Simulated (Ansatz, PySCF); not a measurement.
Reaction (SMILES): CCF [fluoroethane] + 2 [H][H] (H2) -> 2 C (CH4) + F (HF)
Each molecule is optimised on its own at B3LYP-D3(BJ)/def2-TZVP (Ansatz, a quantum-chemistry and plane-wave program).

Wanted: energy of full hydrogenation (enthalpy at 298 K, with B3LYP-D3(BJ) rigid-rotor harmonic-oscillator terms from PySCF), in kcal/mol. Correlated levels leave the core frozen unless marked. Spin-orbit coupling is left out. No relativistic terms. CBS marks a two-point X^-3 extrapolation of the correlation energy; Hartree-Fock from the larger set.

From measured enthalpies of formation at 298 K: -35.7 kcal/mol (CCF -65.1, ATcT 1.112; [H][H] (H2) 0.0, ATcT 1.112; C (CH4) -17.8, ATcT 1.112; F (HF) -65.2, ATcT 1.112). It holds spin-orbit effects, which the calculations lack, and core correlation, which the frozen-core levels lack.

```json
[
 {"level": "HF/aug-cc-pVDZ", "program": "Ansatz", "energy of full hydrogenation (kcal/mol)": "-38.3", "error against measurement": "-2.6"},
 {"level": "B97M-V/def2-TZVPD", "program": "Ansatz", "energy of full hydrogenation (kcal/mol)": "-35.4", "error against measurement": "0.3"},
 {"level": "PBE0-D3(BJ)/def2-TZVP", "program": "Ansatz + dftd3", "energy of full hydrogenation (kcal/mol)": "-33.5", "error against measurement": "2.2"},
 {"level": "LC-wPBE-D3(BJ)/def2-TZVPD", "program": "Ansatz + dftd3", "energy of full hydrogenation (kcal/mol)": "-34.4", "error against measurement": "1.3"},
 {"level": "B2PLYP-D3(BJ)/def2-TZVPD", "program": "Ansatz + dftd3", "energy of full hydrogenation (kcal/mol)": "-34.0", "error against measurement": "1.7"},
 {"level": "RPA@PBE/cc-pVQZ", "program": "Ansatz", "energy of full hydrogenation (kcal/mol)": "-33.5", "error against measurement": "2.2"},
 {"level": "MP2/STO-3G", "program": "Ansatz", "energy of full hydrogenation (kcal/mol)": "-9.5", "error against measurement": "26.2"},
 {"level": "RI-MP2/aug-cc-pVQZ", "program": "Ansatz", "energy of full hydrogenation (kcal/mol)": "-36.5", "error against measurement": "-0.8"},
 {"level": "CCSD(T)/aug-cc-pVTZ", "program": "Ansatz", "energy of full hydrogenation (kcal/mol)": "-35.4", "error against measurement": "0.3"},
 {"level": "CCSD(T)/CBS(cc-pVTZ,cc-pVQZ)", "program": "Ansatz", "energy of full hydrogenation (kcal/mol)": "-35.6", "error against measurement": "0.1"}
]
```
